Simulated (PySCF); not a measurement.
## Correlation energy of Co⁺ (cobalt, charge +1)

[Ar] 3d7 4p1, one real determinant (an excited configuration). Calculation: PySCF 2.14, in def2-QZVPPD; no relativity, point nucleus. Frozen: [Ar]; 8 electrons correlated.

MP2 pair energies summed by pair of shells (mhartree):

| pair | energy | share (%) |
| --- | --- | --- |
| 3d-3d | -191.46 | 93.4 |
| 3d-4p | -13.62 | 6.6 |

Total MP2 correlation energy: -205.08 mhartree.

Same-spin part -90.69 and opposite-spin part -114.39 mhartree; SCS-MP2 scales them by 1/3 and 6/5 to -167.49 mhartree.

The reference is one real determinant that mixes LS terms of this configuration.
